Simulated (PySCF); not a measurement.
**Correlation energy of Mg (magnesium, neutral)**

[Ne] 3p2, high-spin 3P determinant (an excited configuration). Computed with PySCF 2.14 in aug-cc-pCVDZ, with the non-relativistic Hamiltonian (point nucleus). Frozen: 1s2; 10 electrons correlated.

```json
{"level": "CCSD", "correlation energy (mhartree)": "-176.00"}
{"level": "(T)", "correlation energy (mhartree)": "-0.33"}
{"level": "CCSD(T)", "correlation energy (mhartree)": "-176.33"}
```

Diagnostics: T1 = 0.0032, D1 = 0.0088, largest double amplitude 0.110.

Is a single reference adequate?

Mostly. T1 lies below 0.03, but a double amplitude of this size points to a near-degeneracy that CCSD handles and MP2 describes poorly.
